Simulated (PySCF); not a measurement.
## Se: electron affinity

Se⁻ [Ar] 3d10 4s2 4p5 (2P) → Se [Ar] 3d10 4s2 4p4 (3P), as a difference of total energies. All numbers are calculated (PySCF 2.14, no relativity, point nucleus, in def2-QZVPPD). Correlated levels: valence: [Ar] 3d10 frozen; valence and next inner shell: [Ne] frozen. The calculations carry no spin-orbit coupling.

```csv
method,electron affinity (eV)
UHF,0.978
LDA,2.382
PBE,2.134
PBE0,2.057
r2SCAN,2.106
M06-L,1.892
CAM-B3LYP,2.153
HSE06,2.088
BLYP,2.112
MP2 (valence),1.939
SCS-MP2 (valence),1.947
MP2 (valence and next inner shell),1.969
SCS-MP2 (valence and next inner shell),1.964
```

Question: How much does correlation contribute at MP2 (valence and next inner shell)?

Answer: 1.969 − (0.978) = 0.991 eV, measured against UHF.

A first-order spin-orbit estimate (lowest level to lowest level, LS coupling) adds -0.014 eV.

These non-relativistic numbers lack the scalar-relativistic shift.

Errors of the correlated levels include the incompleteness of this basis and the frozen core.

In the anion the highest occupied orbital energy is positive at LDA, PBE, PBE0, r2SCAN, M06-L, HSE06, BLYP, a self-interaction effect; the basis confines that electron, and the energy difference can still be sensible.

For comparison: 2.021 eV (measured; photodetachment measurements, as compiled on the Wikipedia data page of electron affinities).
